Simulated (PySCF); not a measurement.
PBE on Si⁻ (silicon, charge -1), [Ne] 3s2 3p3, high-spin 4S determinant. All numbers are calculated (PySCF 2.14, the spin-free X2C one-electron Hamiltonian (Gaussian nucleus), in aug-cc-pVDZ-DK (5s4p2d, 27 functions)).

```
cycle= 1 E= -289.884631725947  delta_E= -0.00409  |g|= 0.00899  |ddm|= 0.367
cycle= 2 E= -289.884653631097  delta_E= -2.19e-05  |g|= 0.00204  |ddm|= 0.0329
cycle= 3 E= -289.884652930295  delta_E= 7.01e-07  |g|= 0.00219  |ddm|= 0.0204
cycle= 4 E= -289.884660726537  delta_E= -7.8e-06  |g|= 2.8e-05  |ddm|= 0.0109
cycle= 5 E= -289.884660727936  delta_E= -1.4e-09  |g|= 7.72e-06  |ddm|= 0.000354
cycle= 6 E= -289.884660728045  delta_E= -1.09e-10  |g|= 8.88e-08  |ddm|= 4.09e-05
converged SCF energy = -289.884660728045  <S^2> = 3.7503334  2S+1 = 4.0001667
```

Highest occupied orbital energy: 1.167 eV; ⟨L²⟩ = 0.00; populations by l: s 6.00, p 9.00, d 0.00.

(1) Can this result be used?

Answers

(1) With care. The calculation finished and met its thresholds. At PBE the highest occupied level has a positive energy, so only the finite basis holds that electron; in a semilocal or global hybrid functional this comes from self-interaction and does not mean that the real anion is unbound.
